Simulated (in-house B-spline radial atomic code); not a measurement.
Tc⁺. Computed with a B-spline radial atomic code. Model: all-electron spherical atom, spin shells full or empty, radial basis limit, no spin-orbit coupling, Breit or QED, empty-state partial waves extrapolated as (l+1/2)^-4, RPA, G0W0 and static COHSEX of the highest shell as one setting changes (uncorrelated shells keep exact exchange).

Given: element Tc; charge 1; filled core Kr; hamiltonian one-electron scalar X2C; mean-field start Hartree-Fock; highest l of empty states 9; nuclear rms radius 4.4112 fm; highest mean-field shell 5s up.

Shell: 4d 5 0, 5s 1 0 (electrons up and down).

| natural log step of frequency grid | RPA correlation energy (hartree) | G0W0 level (eV) | G0W0 minus most complete (meV) | RPA minus most complete (millihartree) | linearised minus solved G0W0 (meV) |
| --- | --- | --- | --- | --- | --- |
| 0.25 | -2.873 | -15.575 | 0 | 0 | 0.1 |
| 0.4 | ? | ? | ? | ? | ? |
| 0.6 | -2.873 | -15.575 | 0 | 0 | 0.1 |
| 0.9 | -2.873 | -15.575 | 0 | 0 | 0.1 |
| 1.3 | -2.8733 | -15.574 | 0.6 | -0.3 | 0.2 |
| 1.8 | ? | ? | ? | ? | ? |
| 2.5 | -2.9381 | -15.557 | 18 | -65.1 | 0.1 |
| 3.5 | -2.9708 | -15.542 | 33 | -97.8 | 1.1 |

What follows for natural log step of frequency grid = 1.8?

RPA correlation energy -2.8635 hartree; G0W0 level -15.572 eV; G0W0 minus most complete 3.1 meV; RPA minus most complete 9.4 millihartree; linearised minus solved G0W0 0.1 meV.

What follows for natural log step of frequency grid = 0.4?

RPA correlation energy -2.873 hartree; G0W0 level -15.575 eV; G0W0 minus most complete 0 meV; RPA minus most complete 0 millihartree; linearised minus solved G0W0 0.1 meV.
